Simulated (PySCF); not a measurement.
SMILES [GeH3][CH2]c1ccco1 (GFN2-xTB optimised geometry):

```
15

Ge    -2.239    -0.882    -0.012
C     -0.477    -1.776     0.002
C      0.562    -0.719     0.000
C      1.924    -0.719     0.000
C      2.320     0.643     0.000
C      1.173     1.370     0.001
O      0.105     0.552     0.001
H     -3.322    -1.918    -0.009
H     -2.431    -0.029     1.195
H     -2.419    -0.049    -1.235
H     -0.362    -2.425    -0.869
H     -0.371    -2.413     0.883
H      2.567    -1.576     0.000
H      3.322     1.020     0.001
H      0.987     2.425     0.001
```

Method: CAM-B3LYP/def2-TZVP in PySCF.

Question: What are the frontier orbital energies and the dipole moment?

Answer: HOMO-2 -10.22 eV, HOMO-1 -9.41 eV, HOMO -7.64 eV, LUMO 1.46 eV, LUMO+1 1.82 eV; dipole moment 1.02 D.

Meta-Löwdin charges at CAM-B3LYP/def2-TZVP: Ge1 0.40, C2 -0.41, C3 0.18, C4 -0.21, C5 -0.18, C6 0.02, O7 -0.24, H8 -0.08, H9 -0.07, H10 -0.07, H11 0.13, H12 0.13, H13 0.13, H14 0.13, H15 0.14.
